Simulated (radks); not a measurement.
Values are calculated unless marked as measured or tabulated.
Neutral europium inside a hard spherical wall (all orbitals vanish at R), configuration held at [Xe] 4f7 6s2 and not refilled when levels cross. Level of theory: scalar-relativistic Kohn-Sham, r2SCAN, spin-polarised, spherical densities, finite nucleus; open shells are filled with parallel spins first (spin-orbit coupling, left out, can overturn this in heavy ions); meta-GGA in the generalised Kohn-Sham scheme; Fermi nuclear charge, rms radius 5.1115 fm (a radial shooting solver on a logarithmic mesh with Libxc functionals). Eigenvalues in eV for spin up, with the zero of energy where the potential of the charges vanishes at infinity; a dash marks a level that is unbound or too diffuse for the functional's potential to be trusted. A positive occupied level is held by the wall or, in an anion where self-interaction has pushed it up, behind a barrier. The pressure on the wall is -dE/dV.

| R (bohr) | E (hartree) | kinetic (hartree) | e(5s) | e(5p) | e(4f) | e(6s) | e(5d, empty) | e(6p, empty) | pressure (GPa) |
|---|---|---|---|---|---|---|---|---|---|
| free | -10844.8363 | 11617.525 | -47.336 | -25.571 | -4.458 | -3.839 | - | - | 0 |
| 20 | -10844.8363 | 11617.525 | -47.336 | -25.571 | -4.458 | -3.839 | - | - | < 0.0001 |
| 10 | -10844.8329 | 11617.555 | -47.120 | -25.357 | -4.245 | -3.676 | -1.522 | -0.785 | 0.0767 |
| 8 | -10844.8143 | 11617.665 | -46.512 | -24.760 | -3.643 | -3.139 | -0.980 | 0.169 | 0.726 |
| 7 | -10844.7823 | 11617.818 | -45.850 | -24.116 | -2.986 | -2.418 | -0.358 | 1.385 | 2.31 |
| 6 | -10844.7030 | 11618.142 | -44.768 | -23.077 | -1.899 | -0.908 | 0.743 | 3.825 | 7.92 |
| 5 | -10844.4928 | 11618.926 | -42.937 | -21.354 | 0.002 | 2.579 | 2.837 | 9.118 | 31.8 |
| 2.5 | -10835.9454 | 11649.227 | -15.779 | 7.982 | 31.848 | 92.789 | 43.929 | 117.75 | 5970 |
| 2 | -10821.3276 | 11695.449 | 16.953 | 46.656 | 63.306 | 205.65 | 94.826 | 241.15 | 29200 |
| 1.5 | -10768.1147 | 11852.821 | 127.76 | 174.27 | 139.41 | 525.04 | 246.72 | 576.90 | 213000 |
